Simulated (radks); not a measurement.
Numerical settings for neutral bismuth, [Hg] 6p3. Calculated with a radial shooting solver on a logarithmic mesh with Libxc functionals: Dirac Kohn-Sham, PBE, spin-unpolarised, spherical densities, finite nucleus; open shells fill j = l - 1/2 first; Fermi nuclear charge, rms radius 5.5211 fm. The defaults (mesh step 0.008 in ln r, mesh end at 40 bohr or more with all orbitals vanishing there, Anderson mixing 0.5 over 9 steps, residual threshold near 1e-9 with the energy settled to 1e-9 hartree or 1e-11 of itself, here a cap of 96 iterations) give E = -21574.940 hartree and 6p3/2 at -3.710 eV in 14 iterations. Run on one thread of a shared host, so times are rough (Intel(R) Xeon(R) 6975P-C): 0.13 s of CPU time, 0.13 s wall, 14 iterations on 2440 mesh points. One setting is changed at a time: mesh step in ln r 0.003; mesh step in ln r 0.08; mesh step in ln r 0.02; mesh end (bohr) 5; mesh end (bohr) 8; residual threshold 0.01; residual threshold 1e-16; mixing 0.2; linear mixing, mixing 0.05; linear mixing, mixing 1; mixing history 20; iteration cap 8. Which runs fail to converge, and which converge to a wrong energy?

Answer. Not converged within the cap: mesh step in ln r 0.08; residual threshold 1e-16; linear mixing, mixing 0.05; linear mixing, mixing 1; iteration cap 8. Settings that end as converged yet miss the energy by more than 1 mhartree: mesh end (bohr) 5 (+0.15 hartree); mesh end (bohr) 8 (+0.00462 hartree).
